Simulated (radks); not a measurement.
Results of a calculation; reference values are marked as such.
Task: Species: Cd I. Configuration: [Kr] 4d9 5s1 5p2 (not the ground configuration). Level of theory: scalar-relativistic Kohn-Sham, r2SCAN, spin-polarised, spherical densities, finite nucleus; open shells are filled with parallel spins first (spin-orbit coupling, left out, can overturn this in heavy ions); meta-GGA in the generalised Kohn-Sham scheme; Fermi nuclear charge, rms radius 4.6087 fm (a radial shooting solver on a logarithmic mesh with Libxc functionals). Some entries of the table are withheld. Estimate them.

orbital  occ.  eigenvalue (eV)  <r> (bohr)
1s up       1        -26584.21     0.03040
1s down     1        -26584.14     0.03040
2s up       1        -3968.568      0.1316
2s down     1        -3968.261      0.1316
2p up       3        -3558.883      0.1149
2p down     3        -3558.623      0.1149
3s up       1        -752.3714      0.3575
3s down     1        -752.2480      0.3575
3p up       3        -616.9580      0.3565
3p down     3        -616.7906      0.3565
3d up       5        -405.5665      0.3347
3d down     5        -405.2795      0.3347
4s up       1        -117.2232         (1)
4s down     1        -116.0445         (2)
4p up       3         -77.1415         (3)
4p down     3         -75.9418         (4)
4d up       5         -19.4651       1.235
4d down     4         -18.0109       1.215
5s up       1         -10.1061       2.636
5s down     0          -6.5647       2.647
5p up       2          -3.9503       3.420

Result: 
(1) 4s up <r> (bohr): 0.8786
(2) 4s down <r> (bohr): 0.8785
(3) 4p up <r> (bohr): 0.9560
(4) 4p down <r> (bohr): 0.9548
